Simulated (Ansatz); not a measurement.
Geometry optimisation, RKS r2SCANh-D4/def2-SVP in Ansatz.

input.yaml

```yaml
crystal:
  periodic: [false, false, false]
  atoms:
    - { symbol: Mg, position_ang: [-0.107216, -1.11763, 0.359199] }
    - { symbol: O, position_ang: [0.408578, -0.00062, 1.935326] }
    - { symbol: Cl, position_ang: [-0.487578, -2.915531, -0.887269] }
    - { symbol: H, position_ang: [-1.273763, 1.35928, -1.185061] }
    - { symbol: F, position_ang: [-2.119301, 1.067845, -1.009239] }
    - { symbol: H, position_ang: [1.152714, 0.965661, 0.029244] }
    - { symbol: O, position_ang: [0.752187, 0.464905, -0.70308] }
    - { symbol: H, position_ang: [0.262292, -0.199833, 2.862114] }
    - { symbol: H, position_ang: [1.412187, 0.375923, -1.401234] }
basis:
  gaussian: { orbitals: def2-SVP }
hamiltonian:
  xc: r2scanh
  dispersion: d4
relax:
  f_tol: 0.03
  max_steps: 50
output:
  orbitals: {}
```

Launched with:

```bash
$ ansatz run input.yaml --threads 2 --pin off --max-ram 3072MiB --backend cpu --events-out ev --progress --plain --runs-dir out
```

Problem. Where does it end, and by what steps?

Solution. The forces met the threshold. The force dipped under the threshold on the way, but the program's further checks kept it going. After 48 steps the energy has fallen by 1.895 eV; H6 moved furthest, 2.65 Å. Parted: H4–F5, H6–O7. Joined: Mg1–F5, O2–H6, H4–O7.

```
step  energy less start (eV)  largest force component (eV/Å)  accepted
   0                  0.0000                           1.766       yes
   2                 -0.4539                           0.655       yes
   4                 -0.6996                           0.883       yes
   6                 -0.8232                           0.356       yes
   8                 -0.8489                           0.905        no
  10                 -0.9157                           0.220       yes
  12                 -1.0354                           0.879       yes
  14                 -1.2699                           1.007       yes
  16                 -1.5932                           0.802       yes
  18                 -1.7009                           0.367       yes
  20                 -1.7521                           0.318       yes
  22                 -1.7684                           0.138       yes
  24                 -1.7737                           0.054       yes
  26                 -1.7754                           0.834        no
  28                 -1.7897                           0.153       yes
  30                 -1.8065                           0.866       yes
  32                 -1.8660                           0.190       yes
  34                 -1.8761                           0.689        no
  36                 -1.8904                           0.032       yes
  38                 -1.8921                           0.057       yes
  40                 -1.8933                           0.178       yes
  42                 -1.8944                           0.023       yes
  44                 -1.8949                           0.028       yes
  46                 -1.8951                           0.045       yes
  48                 -1.8951                           0.023       yes
```

```xyz
9
Properties=species:S:1:pos:R:3
Mg -0.491 -0.335 -0.135
O 0.334 -0.112 1.733
Cl -0.362 -2.582 -0.234
H 0.017 1.357 -1.674
F -1.534 1.134 -0.260
H -0.013 0.529 2.365
O 0.656 0.631 -1.561
H 0.470 -0.948 2.200
H 0.923 0.325 -2.434
```

Whether the end is a true minimum wasn't checked by a vibrational analysis.

The run took 3.1 min on 2 threads of Intel(R) Xeon(R) Platinum 8259CL CPU @ 2.50GHz (Skylake/Cascade Lake), with other jobs on the host, peak memory 0.25 GiB.
